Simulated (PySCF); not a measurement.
# Core-level binding energies of `N#C[SiH]1O[SiH2]O[SiH2]O1`

CH₅NO₃Si₃.
Structure used (PBE0-D3(BJ)/def2-SVP), in Å, numbered top down from 1:
```
atom  x, y, z in Å
N1     2.9022   -1.8748    1.1377
C2     2.1258   -1.5038    0.3610
Si3    0.8738   -0.8919   -0.8704
O4    -0.6132   -1.3429   -0.3215
Si5   -1.7543   -0.4899    0.5569
O6    -1.2501    1.0934    0.5728
Si7    0.0429    1.9011   -0.0878
O8     0.9638    0.7536   -0.8866
H9     1.1648   -1.4691   -2.1946
H10   -3.0620   -0.6020   -0.1342
H11   -1.8072   -1.0112    1.9446
H12   -0.4301    2.8976   -1.0796
H13    0.8488    2.5224    0.9915
```

Computed with delta-SCF UKS SCAN, pcX-2 on the ionised atom, pcseg-1 elsewhere, spin-free X2C in PySCF 2.14.0. These are vertical core ionisation energies against the vacuum level, from separate self-consistent calculations with and without the core hole.

What binding energy does each computed site have?

| atom(s) | environment | level | binding energy (eV) | 2p1/2 (eV) | above the level's lowest (eV) | count |
| --- | --- | --- | --- | --- | --- | --- |
| Si5/Si7 | oxygen-bound silicon | Si 2p3/2 | 108.68 | 109.30 | 0.00 | 2 |
| Si3 | oxygen-bound silicon | Si 2p3/2 | 109.08 | 109.71 | +0.40 | 1 |
| C2 | cyano carbon | C 1s | 291.99 | – | 0.00 | 1 |
| N1 | cyano nitrogen | N 1s | 405.58 | – | 0.00 | 1 |
| O6 | siloxane oxygen | O 1s | 538.54 | – | 0.00 | 1 |
| O4/O8 | siloxane oxygen | O 1s | 538.66 | – | +0.12 | 2 |
| Si5/Si7 | oxygen-bound silicon | Si 1s | 1848.76 | – | 0.00 | 2 |
| Si3 | oxygen-bound silicon | Si 1s | 1849.28 | – | +0.52 | 1 |

The 2 O 1s values lie within 0.12 eV of each other; Gaussian lines of 0.5 eV full width would blend them into one maximum.

The listed Si 1s values span 0.52 eV, from Si5/Si7 (bonded to 2 O and 2 H) to Si3 (bonded to 2 O, C and H). Summing the Pauling electronegativity differences to the bonded atoms, each weighted by its formal bond order, gives +3.68 for the lowest site and +4.03 for the highest.

Lowest listed Si 2p3/2: Si5/Si7, bonded to 2 O and 2 H. Highest, 0.40 eV above it: Si3, bonded to 2 O, C and H. Summing the Pauling electronegativity differences to the bonded atoms, each weighted by its formal bond order, gives +3.68 for the lowest site and +4.03 for the highest.

Which effective nuclear charge Zeff reproduces each element's mean 1s value in the hydrogen-like formula E = 13.606 eV × Zeff²?

C (Z = 6): mean 292.0 eV, Zeff = 4.63, Z − Zeff = 1.37; N (Z = 7): mean 405.6 eV, Zeff = 5.46, Z − Zeff = 1.54; O (Z = 8): mean 538.6 eV, Zeff = 6.29, Z − Zeff = 1.71; Si (Z = 14): mean 1848.9 eV, Zeff = 11.66, Z − Zeff = 2.34. Means run over the listed sites, weighted by atom count.

What is the longest wavelength that can ionise N 1s of N1 vertically?

λ = hc/E = 12398.42 eV Å / 405.58 eV = 30.570 Å.

The first atom of each set that the bonding makes equivalent was ionised and stands for the set. The 2p values aren't plain energy differences: one relaxed spin-free 2p hole is combined with a matrix within the shell (ground-state 2p orbital-energy differences and spin–orbit coupling). 2p3/2, the mean of its two sublevels, lies a third of the splitting below the shell's mean and 2p1/2 two thirds above it; the statistical areas are 2:1. 2p1/2 minus 2p3/2 (ligand field included): Si 0.63 eV. Isolated species at its PBE0-D3(BJ)/def2-SVP geometry (one conformer only).

On an Intel Xeon at 2.50 GHz with one thread, shared host, this took 4.3 min wall, 3.6 min CPU and 0.67 GiB of memory at its peak.
